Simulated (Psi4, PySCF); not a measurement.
Approach curve of the dimer HCl ··· Na+ (SMILES Cl and [Na+]) (charge +1). Monomers: optimised at B3LYP-D3(BJ) (def2-TZVP), held rigid. Orientation: lowest of the rigid-body minima from ten starts at GFN2-xTB (searched outside a hard wall at short contacts). The monomers approach along the line of their centres of mass (distance R); nothing else relaxes. The shortest distances reach bonding range, where SAPT0 and rigid monomers are unreliable.

Methods: PBE/def2-TZVP, counterpoise-corrected (Psi4); RKS-M06-2X/6-31G* = restricted M06-2X/6-31G*, spherical d, no counterpoise correction (PySCF 2.14.0); CCSD(T)/aug-cc-pVDZ = DF-CCSD(T)/aug-cc-pVDZ, all electrons correlated, counterpoise-corrected (Psi4 1.11).

Interaction energies in kJ/mol:

```tsv
R / Å	PBE/def2-TZVP	RKS-M06-2X/6-31G*
2.51	-23.88	-28.91
2.73	-30.06	-34.96
2.91	-29.90	-34.70
3.23	-25.88	-30.50
3.49	-22.03	-26.36
4.01	-15.83	-19.43
4.69	-11.00	-13.89
5.74	-7.28	-9.37
7.04	-4.97	-6.39
```

### Question
What does CCSD(T)/aug-cc-pVDZ give at the same points?

### Answer
2.51: -11.37; 2.73: -21.31; 2.91: -23.06; 3.23: -21.20; 3.49: -18.50; 4.01: -13.78; 4.69: -9.85; 5.74: -6.61; 7.04: -4.54 (kJ/mol).
